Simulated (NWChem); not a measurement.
Molecule: CH5FS2Si; SMILES [Si](S)(C)(F)S

```xyz
10

C      1.7649     0.1225    -1.1602
Si     0.3900     0.0001     0.0947
F      1.0570    -0.1715     1.5844
S     -0.7635     1.8081    -0.0412
S     -0.8498    -1.7557    -0.0756
H      2.4293    -0.7603    -1.0745
H      1.3583     0.1560    -2.1904
H      2.3676     1.0377    -0.9891
H     -1.7392     1.3461     0.7904
H     -1.4688    -1.2862    -1.1952
```
Atoms are numbered in this order, from 1.

Level: PBE-D3(BJ)/def2-SVP (NWChem), optimised geometry, unscaled harmonic frequencies. 

Question: List the harmonic frequencies with IR intensities, and the thermochemistry.

Answer: 
| frequency (cm⁻¹) | IR intensity (km/mol) |
|---|---|
| 121 | 2.3 |
| 138 | 0.3 |
| 158 | 1.2 |
| 167 | 24.1 |
| 205 | 0.6 |
| 235 | 12.4 |
| 246 | 17.9 |
| 273 | 12.3 |
| 435 | 21.4 |
| 537 | 87.3 |
| 658 | 11.5 |
| 703 | 25.9 |
| 730 | 47.3 |
| 765 | 50.1 |
| 797 | 102.5 |
| 890 | 114.5 |
| 1221 | 27.4 |
| 1374 | 4.6 |
| 1375 | 4.5 |
| 2619 | 1.0 |
| 2620 | 0.8 |
| 2983 | 0.1 |
| 3086 | 0.5 |
| 3093 | 0.3 |

```yaml
zero_point_energy: 36.3 kcal/mol
thermal correction to the enthalpy at 298.15 K (with zero-point energy): 42.3 kcal/mol
heat capacity Cv: 28.1 cal/(mol K)
entropy at 298.15 K and 1 atm (symmetry number 1): 89.9 cal/(mol K)
dipole_moment: 1.80 D
```

Rigid rotor and harmonic oscillator.
